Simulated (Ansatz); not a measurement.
Reaction (ligand exchange at a Ga–N bond): `C[NH][Ga]([F])[F]` + HBr → `[F][Ga]([F])[Br]` + CH₃NH₂

Calculated with Ansatz (gas phase, PBE0-D4/def2-TZVP geometries, no zero-point term in ΔE). CCSD(T)/CBS is the MP2 limit (def2-TZVPP, def2-QZVPP) plus CCSD(T) − MP2 in def2-TZVPP, frozen cores. DFT in def2-TZVPP. For Br, Ga outer-core shells are correlated without core-valence functions, which leaves a few kJ/mol of doubt a bond. Scalar relativity is left out up to krypton. Each species was taken in one conformer, which may not be the lowest.

`C[NH][Ga]([F])[F]`:

Z-matrix (Å, degrees):
```
C
N 1 1.448
H 1 1.095 2 111.8
H 1 1.095 2 111.8 3 121.5
H 1 1.091 2 110.0 3 -119.3
Ga 2 1.786 1 126.3 3 119.3
H 2 1.006 1 114.8 3 -60.8
F 6 1.740 2 123.1 1 180.0
F 6 1.742 2 121.4 1 -0.0
```

HBr:

Cartesian coordinates in Å:
```
Br 0.490 0.513 0.013
H -0.490 -0.513 -0.013
```

`[F][Ga]([F])[Br]`:

```xyz
4

F    -1.233   -0.107    1.288
Ga   -0.082   -0.058   -0.004
F    -0.433   -1.063   -1.368
Br    1.747    1.227    0.084
```

CH₃NH₂:

Z-matrix (Å, degrees):
```
C
N 1 1.453
H 1 1.092 2 109.4
H 1 1.100 2 115.4 3 -121.6
H 1 1.092 2 109.4 3 116.8
H 2 1.012 1 110.6 3 62.6
H 2 1.012 1 110.6 3 -179.3
```

(1) Is it downhill or uphill in electronic energy at CCSD(T)/CBS, and by how much? (Estimate.)

(2) What do these levels give: LDA (SPW92), B97M-V, CAM-B3LYP, CCSD/def2-SVP, SCS-MP2/def2-TZVPP, HF/CBS(def2)? (Estimate.)

Largest T1 diagnostic among the species: 0.013.

Answers

(1) Computed: Downhill: ΔE = -0.72 eV.

(2) Ansatz gave: LDA (SPW92) -0.66, B97M-V -0.84, CAM-B3LYP -0.74, CCSD/def2-SVP -0.68, SCS-MP2/def2-TZVPP -0.73, HF/CBS(def2) -0.92 eV.

Leaving LDA and LC-ωPBE aside and taking each functional with its dispersion term where it has one, the values, not all of them listed here, spread over 0.12 eV, from B97M-V to CAM-B3LYP-D4. LDA lies +0.14 eV from PBE without D4. From BLYP to BHLYP (50 % exact exchange), in def2-TZVPP and without D4, ΔE moves by −0.05 eV. In def2-TZVPP, CCSD(T) changes the Hartree–Fock value by +0.21 eV (the triples alone add +0.01 eV) and MP2 by +0.21 eV.
